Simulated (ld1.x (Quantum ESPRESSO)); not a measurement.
## Cutoff test, Ca, TM

ld1.x (Quantum ESPRESSO) 7.5 input, shortened:

```
&input
   title='Ca', zed=20., rel=2, dft='PBESOL', iswitch=3,
   config='[Ar] 3d0 4s2 4p0', rel_dist='average'
 /
 &inputp
   pseudotype=2, tm=.true., lloc=-1, rcloc=2.90,
   nlcc=.true., rcore=1.50
 /
3
4S  1  0   2.00   0.00  2.55  2.55  0.0
4P  2  1   0.00   0.00  3.90  3.90  0.0
3D  3  2   0.00   0.00  2.50  2.50  0.0
 &test
   configts(1)='3d0 4s2 4p0'
 /
```

Open shells are filled in proportion to 2j + 1 (rel_dist='average').

The pseudo-atom Hamiltonian at the reference potential is diagonalised in spherical Bessel functions j_l(qr) that vanish at 20 bohr, with q² up to the cutoff. All-electron valence levels (Ry): 4s -0.2767, 4p1/2 -0.1028, 4p3/2 -0.1014, 3d3/2 -0.1446, 3d5/2 -0.1434.

Task: How do the lowest levels (Ry) of each channel move with the cutoff, and are there ghosts?

Result:

```csv
cutoff (Ry),s #1,p1/2 #1,p3/2 #1,d3/2 #1,d3/2 #2,d5/2 #1,f #1,f #2,Σ f·Δε (mRy)
8,-0.2741,-0.1027,-0.1014,0.0201,0.0938,0.0201,0.0973,0.2116,5.2
10,-0.2756,-0.1027,-0.1014,0.0167,0.0893,0.0167,0.0973,0.2116,2.2
12,-0.2761,-0.1027,-0.1014,0.0099,0.0821,0.0099,0.0973,0.2116,1.3
15,-0.2761,-0.1027,-0.1014,-0.0049,0.0713,-0.0049,0.0973,0.2116,1.2
18,-0.2763,-0.1027,-0.1014,-0.0530,0.0559,-0.0527,0.0973,0.2116,0.8
21,-0.2765,-0.1027,-0.1014,-0.0909,0.0507,-0.0902,0.0973,0.2116,0.4
25,-0.2766,-0.1027,-0.1014,-0.1186,0.0482,-0.1177,0.0973,0.2116,0.2
400,-0.2767,-0.1027,-0.1014,-0.1446,0.0464,-0.1434,0.0973,0.2116,0.0
```

Result: no extra level below or beside the all-electron valence levels (s, p1/2, p3/2, d3/2, d5/2, f tested); 10 mRy is reached at 8 Ry and 1 mRy at 18 Ry.

The cutoffs count occupied waves only; the empty 3d level needs 30 Ry at the loose tolerance.
